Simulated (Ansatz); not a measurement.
Consider the formal exchange of groups at the Si–Si bond: `C[SiH](C)[SiH2]Cl` + `C=CC#N` → `C[SiH](C)C#N` + `C=C[SiH2]Cl`.

Computed with Ansatz on PBE0-D4/def2-TZVP structures; ΔE is electronic, products minus reactants. CBS: MP2 limit from def2 TZ/QZ plus the TZ coupled-cluster correction, frozen cores. DFT in def2-TZVPP. B3LYP here is the variant with VWN-RPA as its local correlation; programs differ in this. One conformer a species, not always the lowest.

```tsv
level	ΔE (kJ/mol)	difference from CCSD(T)/CBS
PBE-D4	-34.3	27.8
r2SCAN-D4	-48.7	13.4
B3LYP-D4	-50.6	11.5
B2PLYP	-60.7	1.4
r2SCAN	-49.5	12.6
CCSD(T)/def2-TZVPP	-61.3	0.8
MP2/def2-QZVPP	-68.1	-6.0
HF/CBS(def2)	-74.8	-12.7
MP2/CBS(def2)	-68.0	-5.9
CCSD/CBS(def2)	-64.5	-2.4
CCSD(T)/CBS	-62.1	0
```

Largest T1 diagnostic among the species: 0.014.

From PBE to PBE0 (25 % exact exchange), in def2-TZVPP and without D4, ΔE moves by −7.0 kJ/mol. In def2-TZVPP, CCSD(T) changes the Hartree–Fock value by +12.1 kJ/mol (the triples alone add +2.4 kJ/mol) and MP2 by +6.1 kJ/mol. The D4 term adds +3.8 kJ/mol with B3LYP and +2.4 kJ/mol with PBE0; it sums over pairs of atoms, weighted by their polarisabilities, and B3LYP, whose exchange is more repulsive, gets the larger term.
